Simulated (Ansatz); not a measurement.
`O[SiH2]SC[SiH3]` + `FC[SiH2][SiH2]F` → `O[SiH2][SiH2][SiH2]F` + `FCSC[SiH3]`  (redistribution)

Gas-phase electronic energies from Ansatz, PBE0-D4/def2-TZVP geometries. CBS: MP2 limit from def2 TZ/QZ plus the TZ coupled-cluster correction, frozen cores. DFT in def2-TZVPP. Each species was taken in one conformer, which may not be the lowest.

Question: Is it downhill or uphill in electronic energy at CCSD(T)/CBS, and by how much? (An estimate is asked.)

Answer: The calculation gave: Uphill: ΔE = +0.74 eV.

Question: What do these levels give: PBE-D4, PBE0-D4, PBE, r2SCAN, PBE0, MP2/def2-TZVPP, CCSD/def2-TZVPP, CCSD(T)/def2-TZVPP, HF/def2-QZVPP, MP2/def2-QZVPP, SCS-MP2/def2-QZVPP, HF/CBS(def2)? (An estimate is asked.)

Answer: Ansatz gave: PBE-D4 0.60, PBE0-D4 0.65, PBE 0.59, r2SCAN 0.68, PBE0 0.64, MP2/def2-TZVPP 0.79, CCSD/def2-TZVPP 0.73, CCSD(T)/def2-TZVPP 0.72, HF/def2-QZVPP 0.81, MP2/def2-QZVPP 0.80, SCS-MP2/def2-QZVPP 0.79, HF/CBS(def2) 0.81 eV.

Largest T1 diagnostic among the species: 0.013.

From PBE to PBE0 (25 % exact exchange), in def2-TZVPP and without D4, ΔE moves by +0.05 eV.
